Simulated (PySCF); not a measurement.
A structure optimised at PBE-D3(BJ)/def2-SVP, used in a PySCF frequency run:

```
Si
H 1 1.5074
H 1 1.5077 2 109.12
C 1 1.8803 2 108.99 3 -121.59
C 4 1.3489 1 123.81 2 -10.80
H 5 1.1039 4 122.01 1 -177.53
H 5 1.1041 6 116.16 4 179.91
H 4 1.1066 5 118.26 6 -0.32
Si 1 2.3579 2 108.59 3 120.50
H 9 1.5085 1 111.13 2 -55.07
H 9 1.5090 10 108.12 1 121.08
Si 9 2.3529 10 110.30 11 119.48
H 12 1.5053 9 109.65 10 -174.10
H 12 1.5061 13 108.70 9 -122.53
H 12 1.5065 13 108.42 14 -117.81
```
Charge 0, spin multiplicity 1.

Task: Write its SMILES and formula.

Result: C=C[SiH2][SiH2][SiH3], C2H10Si3

Task: What are its rotational constants (standard atomic weights)?

Result: 2.8478, 1.3708, 1.0117 GHz
